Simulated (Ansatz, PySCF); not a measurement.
C3H13NSi2, SMILES CNC(C)([SiH3])[SiH3]. Atoms are numbered in the order given.

```xyz
19

C      1.9272     1.2338    -0.8070
N      1.1532     0.0056    -0.8311
C      0.1291    -0.1664     0.2107
C      0.6890    -0.3731     1.6363
Si    -1.1032     1.2952     0.2107
Si    -0.8462    -1.6985    -0.3763
H      2.4296     1.4592     0.1584
H      2.7038     1.1862    -1.5858
H      1.2836     2.0960    -1.0528
H      1.7839    -0.7980    -0.8188
H      1.2967     0.4875     1.9647
H      1.3326    -1.2710     1.6813
H     -0.1140    -0.5078     2.3803
H     -1.4992     1.6652    -1.1801
H     -2.3189     0.8809     0.9775
H     -0.5239     2.4952     0.8934
H     -1.7819    -2.1912     0.6827
H     -1.6212    -1.3989    -1.6154
H      0.1496    -2.7799    -0.6662
```
Charge 0, spin multiplicity 1.

Coordinates come from a r2SCAN-D4/def2-SVP optimisation. This is a generated structure with no PubChem entry under its InChIKey; it may be hypothetical. One conformer was computed; it need not be the lowest.

Two levels are set side by side: PBE-D3(BJ)/def2-SVP (Ansatz, an electronic-structure program) and r2SCAN-D4/def2-SVP (Ansatz). Each level has its own optimised geometry; the coordinates shown are those of the second. Frequencies come from the Hessian of PySCF at each geometry. Differences are taken from unrounded values.

```tsv
quantity	r2SCAN-D4
mean bond length (Å)	1.384
bond C1–N2 (Å)	1.452
bond N2–C3 (Å)	1.471
bond C3–C4 (Å)	1.545
bond C3–Si5 (Å)	1.912
bond C3–Si6 (Å)	1.909
bond C1–H7 (Å)	1.111
bond C1–H8 (Å)	1.101
bond C1–H9 (Å)	1.104
bond N2–H10 (Å)	1.022
bond C4–H11 (Å)	1.104
bond C4–H12 (Å)	1.106
bond C4–H13 (Å)	1.103
bond Si5–H14 (Å)	1.493
bond Si5–H15 (Å)	1.496
bond Si5–H16 (Å)	1.497
bond Si6–H17 (Å)	1.497
highest harmonic wavenumber (cm⁻¹)	3488
mean harmonic wavenumber (cm⁻¹)	1285
zero-point energy (kcal/mol)	93.67
```

What does PBE-D3(BJ) give, and how far is it from r2SCAN-D4? (Estimate from the structure and the level; the computed values follow.)


| quantity | PBE-D3(BJ) | PBE-D3(BJ) minus r2SCAN-D4 |
|---|---|---|
| mean bond length (Å) | 1.392 | 0.008 |
| bond C1–N2 (Å) | 1.455 | 0.003 |
| bond N2–C3 (Å) | 1.471 | 0.000 |
| bond C3–C4 (Å) | 1.548 | 0.002 |
| bond C3–Si5 (Å) | 1.922 | 0.010 |
| bond C3–Si6 (Å) | 1.918 | 0.010 |
| bond C1–H7 (Å) | 1.120 | 0.008 |
| bond C1–H8 (Å) | 1.109 | 0.008 |
| bond C1–H9 (Å) | 1.111 | 0.008 |
| bond N2–H10 (Å) | 1.028 | 0.007 |
| bond C4–H11 (Å) | 1.111 | 0.007 |
| bond C4–H12 (Å) | 1.113 | 0.007 |
| bond C4–H13 (Å) | 1.110 | 0.007 |
| bond Si5–H14 (Å) | 1.503 | 0.010 |
| bond Si5–H15 (Å) | 1.506 | 0.010 |
| bond Si5–H16 (Å) | 1.508 | 0.011 |
| bond Si6–H17 (Å) | 1.507 | 0.011 |
| highest harmonic wavenumber (cm⁻¹) | 3410 | -78 |
| mean harmonic wavenumber (cm⁻¹) | 1250 | -35 |
| zero-point energy (kcal/mol) | 91.12 | -2.55 |
